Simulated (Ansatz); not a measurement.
Reaction (redistribution): `C[Se][Ti]([F])([N](C)C)[N](C)C` + `[NH2][Hf]([Cl])([Cl])[Cl]` → `C[Se][Hf]([Cl])([Cl])[Cl]` + `C[N](C)[Ti]([NH2])([F])[N](C)C`

Gas-phase electronic energies from Ansatz, PBE0-D4/def2-TZVP geometries. CBS: MP2 limit from def2 TZ/QZ plus the TZ coupled-cluster correction, frozen cores. Functionals use def2-TZVPP. def2 core potentials past Kr. For Hf, Se, Ti outer-core shells are correlated without core-valence functions, which leaves a few kJ/mol of doubt a bond. Scalar relativity is left out up to krypton. Each species was taken in one conformer, which may not be the lowest.

| level | ΔE (kJ/mol) | difference from CCSD(T)/CBS |
| --- | --- | --- |
| revPBE-D4 | 28.6 | 1.4 |
| BLYP-D4 | 30.4 | 3.2 |
| BHLYP-D4 | 28.0 | 0.8 |
| ωB97X-V | 27.2 | 0.0 |
| r2SCAN | 26.6 | -0.6 |
| CAM-B3LYP | 28.2 | 1.0 |
| LC-ωPBE | 28.3 | 1.1 |
| CCSD/def2-SVP | 35.2 | 8.0 |
| MP2/def2-TZVPP | 32.2 | 5.0 |
| CCSD(T)/def2-TZVPP | 26.4 | -0.8 |
| CCSD(T)/CBS | 27.2 | 0 |

Largest T1 diagnostic among the species: 0.022, so the coupled-cluster value is less sure than usual.

Leaving LDA and LC-ωPBE aside and taking each functional with its dispersion term where it has one, the values, not all of them listed here, spread over 7.6 kJ/mol, from ωB97M-V to B2PLYP. LDA lies −5.2 kJ/mol from PBE without D4. At CCSD(T), def2-SVP lies +12.4 kJ/mol from the extrapolated value and def2-TZVPP −0.8 kJ/mol.
